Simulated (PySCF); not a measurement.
PySCF job for W(O)2(F)2 cation (F2O2W), SMILES [O]=[W](=[O])([F])[F] (connectivity only; charge and spin as stated), charge +1, multiplicity 2, TDA-ωB97X/def2-SVPD. Geometry optimised at B3LYP-D3(BJ)/def2-SVP. The multiplicity is an assumed one; other spin states were not compared. The isomer is the one that the SMILES or the coordinates give; other isomers of the formula were not compared. The def2 effective core potentials stand for the cores of W; spin–orbit coupling is left out.

```python
import numpy as np
from pyscf import gto, scf, dft, tdscf

mol = gto.M(
    atom='''
    W     0.00000000   -0.00000000    0.01801463
    O    -0.00000002   -1.28998464   -1.15322617
    O    -0.00000001    1.28998464   -1.15322619
    F    -1.56148920    0.00000001    0.95102981
    F     1.56148921    0.00000000    0.95102977
    ''',
    basis='def2-SVPD',
    ecp={'W': 'def2-svp'},
    charge=1,
    spin=1,
    max_memory=1600,
    verbose=4,
)
mf = dft.UKS(mol, xc='wb97x').density_fit(auxbasis='def2-universal-jkfit')
mf.grids.level = 3
mf.conv_tol = 1e-9
mf.max_cycle = 100
mf.kernel()
fine, coarse = mf.grids, dft.Grids(mol).set(level=1).build(with_non0tab=True)
for _ in range(3):  # follow internal instabilities
    mf.grids = coarse
    mo, _, stable, _ = mf.stability(return_status=True, nroots=4)
    mf.grids = fine
    if stable:
        break
    mf.kernel(mf.make_rdm1(mo, mf.mo_occ))
mf.grids = dft.Grids(mol).set(level=1).build(with_non0tab=True)  # coarser grid for the response kernel
td = tdscf.TDA(mf)
td.nstates = 10
td.conv_tol = 1e-4
td.positive_eig_threshold = 1e-6
td.kernel(x0=td.get_init_guess(mf, 15))
td.analyze(verbose=3)
```

Output:

```
PySCF version 2.14.0

[INPUT] verbose = 4
[INPUT] num. atoms = 5
[INPUT] num. electrons = 47
[INPUT] charge = 1
[INPUT] spin (= nelec alpha-beta = 2S) = 1
[INPUT] symmetry False subgroup None
[INPUT] Mole.unit = angstrom
[INPUT] Symbol           X                Y                Z      unit          X                Y                Z       unit  Magmom
[INPUT]  1 W      0.000000000000   0.000000000000   0.018014630000 AA    0.000000000000   0.000000000000   0.034042716935 Bohr   0.0
[INPUT]  2 O     -0.000000020000  -1.289984640000  -1.153226170000 AA   -0.000000037795  -2.437717674496  -2.179281620981 Bohr   0.0
[INPUT]  3 O     -0.000000010000   1.289984640000  -1.153226190000 AA   -0.000000018897   2.437717674496  -2.179281658776 Bohr   0.0
[INPUT]  4 F     -1.561489200000   0.000000010000   0.951029810000 AA   -2.950786934466   0.000000018897   1.797185877197 Bohr   0.0
[INPUT]  5 F      1.561489210000   0.000000000000   0.951029770000 AA    2.950786953363   0.000000000000   1.797185801608 Bohr   0.0

nuclear repulsion = 220.375453768132
number of shells = 49
number of NR pGTOs = 192
number of NR cGTOs = 127
basis = def2-SVPD
ecp = {'W': 'def2-svp'}


[settings echo left out]
init E= -404.021120781681
  alpha nocc = 24  HOMO = -0.652096532871468  LUMO = -0.300951716096398
  beta  nocc = 23  HOMO = -0.695610616828204  LUMO = -0.652096532871465

WARN: HOMO -0.652096532871468 >= LUMO -0.652096532871465

cycle= 1 E= -416.291375862202  delta_E= -12.3  |g|= 0.968  |ddm|= 5.21
  alpha nocc = 24  HOMO = -0.682864544523834  LUMO = -0.394887931311474
  beta  nocc = 23  HOMO = -0.702481925643937  LUMO = -0.417031070232168
  HOMO = -0.682864544524  LUMO = -0.417031070232  gap/eV = 7.23370
cycle= 2 E= -415.034756624817  delta_E= 1.26  |g|= 2.14  |ddm|= 2.15
  alpha nocc = 24  HOMO = -0.774249899589632  LUMO = -0.305645717744381
  beta  nocc = 23  HOMO = -0.764636546365195  LUMO = -0.470560858745003
  HOMO = -0.764636546365  LUMO = -0.470560858745  gap/eV = 8.00221
cycle= 3 E= -416.644362586722  delta_E= -1.61  |g|= 0.195  |ddm|= 1.51
  alpha nocc = 24  HOMO = -0.766383881412656  LUMO = -0.295331431915888
  beta  nocc = 23  HOMO = -0.752959811315885  LUMO = -0.42492563922389
  HOMO = -0.752959811316  LUMO = -0.424925639224  gap/eV = 8.92626
cycle= 4 E= -416.652405895221  delta_E= -0.00804  |g|= 0.135  |ddm|= 0.204
  alpha nocc = 24  HOMO = -0.776170449595962  LUMO = -0.288801405286919
  beta  nocc = 23  HOMO = -0.761285570419971  LUMO = -0.434346454457813
  HOMO = -0.76128557042  LUMO = -0.434346454458  gap/eV = 8.89647
cycle= 5 E= -416.659568507641  delta_E= -0.00716  |g|= 0.0155  |ddm|= 0.0906
  alpha nocc = 24  HOMO = -0.775219718308501  LUMO = -0.285563348874127
  beta  nocc = 23  HOMO = -0.758165389357195  LUMO = -0.426984183843938
  HOMO = -0.758165389357  LUMO = -0.426984183844  gap/eV = 9.01190
cycle= 6 E= -416.660179994176  delta_E= -0.000611  |g|= 0.00842  |ddm|= 0.0381
  alpha nocc = 24  HOMO = -0.777325927688586  LUMO = -0.28696002761589
  beta  nocc = 23  HOMO = -0.757884329474409  LUMO = -0.423682251000518
  HOMO = -0.757884329474  LUMO = -0.423682251001  gap/eV = 9.09410
cycle= 7 E= -416.660434771574  delta_E= -0.000255  |g|= 0.00311  |ddm|= 0.0333
  alpha nocc = 24  HOMO = -0.777736059121245  LUMO = -0.286761076032965
  beta  nocc = 23  HOMO = -0.757185169101097  LUMO = -0.422321310457011
  HOMO = -0.757185169101  LUMO = -0.422321310457  gap/eV = 9.11211
cycle= 8 E= -416.660462919807  delta_E= -2.81e-05  |g|= 0.00126  |ddm|= 0.0118
  alpha nocc = 24  HOMO = -0.778057261818159  LUMO = -0.286766401722651
  beta  nocc = 23  HOMO = -0.756959540980955  LUMO = -0.422242701720233
  HOMO = -0.756959540981  LUMO = -0.42224270172  gap/eV = 9.10811
cycle= 9 E= -416.66046724608  delta_E= -4.33e-06  |g|= 0.000507  |ddm|= 0.00435
  alpha nocc = 24  HOMO = -0.778242951016085  LUMO = -0.28685676598616
  beta  nocc = 23  HOMO = -0.756837051536005  LUMO = -0.422303587103013
  HOMO = -0.756837051536  LUMO = -0.422303587103  gap/eV = 9.10312
cycle= 10 E= -416.660468285281  delta_E= -1.04e-06  |g|= 0.000217  |ddm|= 0.0022
  alpha nocc = 24  HOMO = -0.778256723411745  LUMO = -0.286830809066544
  beta  nocc = 23  HOMO = -0.756729088817292  LUMO = -0.422283035004838
  HOMO = -0.756729088817  LUMO = -0.422283035005  gap/eV = 9.10074
cycle= 11 E= -416.660468458388  delta_E= -1.73e-07  |g|= 0.000103  |ddm|= 0.000946
  alpha nocc = 24  HOMO = -0.778293005713276  LUMO = -0.286844814293196
  beta  nocc = 23  HOMO = -0.756731687961133  LUMO = -0.422309345339173
  HOMO = -0.756731687961  LUMO = -0.422309345339  gap/eV = 9.10010
cycle= 12 E= -416.660468477111  delta_E= -1.87e-08  |g|= 5.26e-05  |ddm|= 0.000276
  alpha nocc = 24  HOMO = -0.778291630969603  LUMO = -0.286846691191858
  beta  nocc = 23  HOMO = -0.756727608457856  LUMO = -0.422310759206763
  HOMO = -0.756727608458  LUMO = -0.422310759207  gap/eV = 9.09995
cycle= 13 E= -416.660468483831  delta_E= -6.72e-09  |g|= 2.99e-05  |ddm|= 0.000145
  alpha nocc = 24  HOMO = -0.778292374403144  LUMO = -0.28684653464532
  beta  nocc = 23  HOMO = -0.756727753709742  LUMO = -0.422311241216363
  HOMO = -0.75672775371  LUMO = -0.422311241216  gap/eV = 9.09994
cycle= 14 E= -416.66046848668  delta_E= -2.85e-09  |g|= 1.91e-05  |ddm|= 9.73e-05
  alpha nocc = 24  HOMO = -0.778292212807822  LUMO = -0.28684509549819
  beta  nocc = 23  HOMO = -0.756727517253684  LUMO = -0.422310275019555
  HOMO = -0.756727517254  LUMO = -0.42231027502  gap/eV = 9.09996
cycle= 15 E= -416.66046848748  delta_E= -8e-10  |g|= 1.58e-05  |ddm|= 4.77e-05
  alpha nocc = 24  HOMO = -0.778291437880524  LUMO = -0.286845806579966
  beta  nocc = 23  HOMO = -0.756728070539845  LUMO = -0.4223106916135
  HOMO = -0.75672807054  LUMO = -0.422310691614  gap/eV = 9.09996
Extra cycle  E= -416.66046848767  delta_E= -1.9e-10  |g|= 2.41e-05  |ddm|= 3.25e-05
converged SCF energy = -416.66046848767  <S^2> = 0.83703957  2S+1 = 2.0852238
tot grids = 29896
uhf_internal: lowest eigs of H = [0.09687183 0.12041807 0.12128632 0.16013184]
<class 'pyscf.df.df_jk.DFUKS'> wavefunction is stable in the internal stability analysis
tot grids = 29896
Overwritten attributes  positive_eig_threshold  of <class 'pyscf.tdscf.uks.TDA'>


******** <class 'pyscf.tdscf.uks.TDA'> for <class 'pyscf.df.df_jk.DFUKS'> ********
nstates = 10
deg_eia_thresh = 1.000e-03
wfnsym = None
conv_tol = 0.0001
eigh lindep = 1e-12
eigh level_shift = 0
eigh max_cycle = 100


Excitation energies (eV)
[1.66864622 1.91532796 2.13611419 3.05574235 3.32170035 5.8436455
 5.8519084  5.87786419 5.97893038 6.3453382 ]

** Excitation energies and oscillator strengths **
Excited State   1:      1.66865 eV    743.02 nm  f=0.0000
Excited State   2:      1.91533 eV    647.33 nm  f=0.0001
Excited State   3:      2.13611 eV    580.42 nm  f=0.0031
Excited State   4:      3.05574 eV    405.74 nm  f=0.0019
Excited State   5:      3.32170 eV    373.26 nm  f=0.0371
Excited State   6:      5.84365 eV    212.17 nm  f=0.0020
Excited State   7:      5.85191 eV    211.87 nm  f=0.0022
Excited State   8:      5.87786 eV    210.93 nm  f=0.0000
Excited State   9:      5.97893 eV    207.37 nm  f=0.0000
Excited State  10:      6.34534 eV    195.39 nm  f=0.0000
```

Self-consistency was reached.
